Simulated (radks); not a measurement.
All-electron atom: the gallium ion Ga3+ in [Ar] 3d10.

All-electron calculation, non-relativistic Kohn-Sham, exchange-only LDA, spin-polarised, spherical densities, point nucleus. Program: a radial shooting solver on a logarithmic mesh with Libxc functionals.

Energy parts (hartree):
total: -1917.07488
kinetic: 1917.07488
electron-nucleus: -4562.65642
Hartree: 796.96746
exchange: -68.46080

Orbitals (lengths in bohr, moments of r in powers of bohr; r(max) is where P^2 peaks):
| orbital | occ. | eigenvalue (hartree) | r(max) |
|---|---|---|---|
| 1s | 2 | -371.3178 | 0.03266 |
| 2s | 2 | -46.34633 | 0.1861 |
| 2p | 6 | -41.23934 | 0.1479 |
| 3s | 2 | -6.40258 | 0.5743 |
| 3p | 6 | -4.74547 | 0.5709 |
| 3d | 10 | -1.88853 | 0.5299 |

The highest occupied level is 3d at -51.390 eV. The electron density at the nucleus is 2.031e+04 e/bohr^3. The density falls to 0.001 e/bohr^3 at r = 2.58 bohr.
